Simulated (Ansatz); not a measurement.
Single points on GeS2⁻.

```yaml
crystal:
  periodic: [false, false, false]
  atoms:
    - {symbol: Ge, position_ang: [0.417804, -0.154851, -0.373389]}
    - {symbol: S, position_ang: [-1.240962, 0.789331, -1.263367]}
    - {symbol: S, position_ang: [0.823158, -0.634481, 1.636757]}
basis:
  gaussian: {orbitals: def2-SVPD, initial_orbitals: start.molden}
total_charge: -1
magnetization: {spin_polarized: true, initial_magnetization: 1}
hamiltonian: {xc: pbe0, dispersion: d4}
scf: {omitted_lower_state_checks: [starts]}
output: {orbitals: {seedname: orbitals}}
```

The file start.molden holds the orbitals of an earlier run on this structure, at another level or in another basis.

```sh
$ ansatz run in.yaml --threads 4 --pin off --events-out ev --progress --plain --max-ram 3916MiB
```

Shortened log:

```
Functional definition: PBE0
859 factors; integrals over basis functions are off by at most 3.6e-4 eV
mean field evaluation 1: about -78163.8375 eV, gradient 3.2e0 eV
mean field evaluation 2: about -78163.8788 eV, gradient 3.8e-2 eV
mean field evaluation 4: about -78163.8880 eV, gradient 7.6e-5 eV
mean field evaluation 8: about -78163.8880 eV, gradient 2.3e-5 eV
mean field -78163.88799534 eV, -2872.4699024425 hartree, gradient 2.3e-5 eV, S^2 0.756734; 0 other end points of the search recorded, 0 dependent functions left out
reference -78163.88802178 eV, -2872.4699034143 hartree; 33, 32 occupied and 59, 60 virtual orbitals, 859 factors
Total energy: -78163.98766930 eV, -2872.4735653929 hartree
Checks for a lower state left out: starts
```

Run time 1.5 s (4 threads of Arm Neoverse V1 on a shared host).

Geometry: PBE0-D4/def2-TZVPD.

The structure comes from a short search, and lower isomers may exist.
